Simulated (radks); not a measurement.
Values are calculated unless marked as measured or tabulated.
Initial-state core-level shifts of neutral zinc when its valence configuration changes from [Ar] 3d10 4s2. Code: a radial shooting solver on a logarithmic mesh with Libxc functionals. Model: Dirac Kohn-Sham, PBE, spin-unpolarised, spherical densities, finite nucleus; open shells fill j = l - 1/2 first; Fermi nuclear charge, rms radius 3.9283 fm. Shifts are changes of the shell-averaged eigenvalues in eV (positive: less bound); the change of the density at the nucleus, which sets a Mossbauer isomer shift, is in e/bohr^3, on a base of 2.509e+04.

valence                1s       2p       3s       3p  density at nucleus
3d10 4p2           -4.021   -3.805   -4.012   -4.022             -18.246
3d9 4s2 4p1        -9.066   -9.726   -8.919   -8.744              +7.628
3d10 4s1.5 4p0.5   -1.166   -1.110   -1.161   -1.165              -3.911
3d9.5 4s1.5 4p1    -5.450   -5.699   -5.413   -5.333              -0.957
3d10 4s1 4p1       -2.194   -2.084   -2.187   -2.193              -8.313
3d9.5 4s2 4p0.5    -4.435   -4.731   -4.403   -4.323              +3.681
3d8.5 4s1.5 4p2   -14.800  -15.852  -14.432  -14.149              +5.901
3d9.5 4s0.5 4p2    -7.272   -7.427   -7.226   -7.148             -11.370
3d8 4s2 4p2       -19.046  -20.620  -18.368  -17.974             +16.434
